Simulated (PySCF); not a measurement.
## How the method moves the HOMO and LUMO of `CC[CH2][AlH2]`

Compound: C₃H₉Al.
Cartesian coordinates in Å at the PBE0-D3(BJ)/def2-SVP level; atoms count from 1:
```
atom  x, y, z in Å
C1    -1.3396    0.2556   -1.0384
C2    -0.8558   -0.3539    0.2692
C3     0.6156   -0.7710    0.2173
Al4    1.9034    0.6869   -0.0726
H5    -0.7647    1.1649   -1.2927
H6    -2.3998    0.5478   -0.9930
H7    -1.2235   -0.4519   -1.8757
H8    -1.0076    0.3765    1.0834
H9    -1.4944   -1.2192    0.5217
H10    0.7690   -1.5539   -0.5489
H11    0.9086   -1.2554    1.1707
H12    3.3265    0.4077   -0.7362
H13    1.5580    2.1669    0.4162
```

Basis pcSseg-2 throughout (PySCF), one geometry. The structure is a single PBE0-D3(BJ)/def2-SVP conformer in the gas phase; no vibrational or solvent corrections.

How do the orbital energies, the gap and the dipole change with the method?

| method | kind | HOMO (eV) | LUMO (eV) | gap (eV) | μ (D) | SCF cycles |
| --- | --- | --- | --- | --- | --- | --- |
| BLYP | GGA | -6.18 | -1.97 | 4.21 | 0.97 | 14 |
| OPBE | GGA | -6.24 | -1.73 | 4.51 | 0.97 | 14 |
| B97-D | GGA | -6.28 | -1.95 | 4.32 | 0.97 | 14 |
| PBE | GGA | -6.29 | -2.08 | 4.21 | 0.99 | 14 |
| KT2 | GGA | -6.37 | -2.19 | 4.18 | 0.95 | 14 |
| LDA | LDA | -6.37 | -2.34 | 4.03 | 0.99 | 13 |
| KT3 | GGA | -6.39 | -2.00 | 4.39 | 0.92 | 14 |
| BP86 | GGA | -6.39 | -2.13 | 4.26 | 1.00 | 14 |
| B97-2 | global hybrid | -7.27 | -1.28 | 5.99 | 0.93 | 12 |
| B3LYP | global hybrid | -7.32 | -1.53 | 5.79 | 0.92 | 13 |
| PBE0 | global hybrid | -7.51 | -1.31 | 6.19 | 0.94 | 12 |
| mPW1PW91 | global hybrid | -7.54 | -1.31 | 6.23 | 0.93 | 12 |
| BHandHLYP | global hybrid | -8.66 | -0.58 | 8.08 | 0.87 | 12 |
| CAM-B3LYP | range-separated hybrid | -8.87 | -0.44 | 8.43 | 0.89 | 12 |
| wB97X-D | range-separated hybrid | -9.37 | 0.31 | 9.69 | 0.94 | 12 |
| LC-wPBE | range-separated hybrid | -10.22 | 0.63 | 10.85 | 0.89 | 12 |
| HF | Hartree–Fock | -10.48 | 1.20 | 11.68 | 0.85 | 9 |

The HOMO spans 4.29 eV, from BLYP down to HF, and the gap runs from 4.03 eV (LDA) to 11.68 eV (HF). Over the methods BLYP (0 %), OPBE (0 %), B97-D (0 %), PBE (0 %), KT2 (0 %), LDA (0 %), KT3 (0 %), BP86 (0 %), B97-2 (21 %), B3LYP (20 %), PBE0 (25 %), mPW1PW91 (25 %), BHandHLYP (50 %), HF (100 %), a straight line through the gap against the share of exact exchange rises by 0.75 eV for each 10 % (correlation coefficient 0.998). The dipole ranges from 0.85 D (HF) to 1.00 D (BP86). This basis has no diffuse functions.
